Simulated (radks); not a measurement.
Task: The mean radii <r> (bohr) of the occupied orbitals of an atom or ion are listed with their occupations. Calculated with a radial shooting solver on a logarithmic mesh with Libxc functionals: Dirac Kohn-Sham, PBE, spin-unpolarised, spherical densities, point nucleus.

orbital  occ.      <r>
1s1/2       2  0.04148
2s1/2       2   0.1832
2p1/2       2   0.1573
2p3/2       4   0.1613
3s1/2       2   0.5296
3p1/2       2   0.5325
3p3/2       4   0.5429
3d3/2       4   0.5498
3d5/2       6   0.5536
4s1/2       2    1.432
4p1/2       2    1.588
6f5/2       1    10.74

Name the element and its charge. Open shells, if any, fill j = l - 1/2 first.

Result: Z = 36, krypton, charge +3: Kr3+ in [Ar] 3d10 4s2 4p2 6f1. The 1s radius gives Z: for a bare nucleus <r> = (2 gamma + 1)/(2Z) with gamma = sqrt(1 - (Z/c)^2), 0.04069 bohr for Z = 36, and screening makes it slightly larger (0.04148 here). The occupations add up to 33, and the charge is Z minus that.
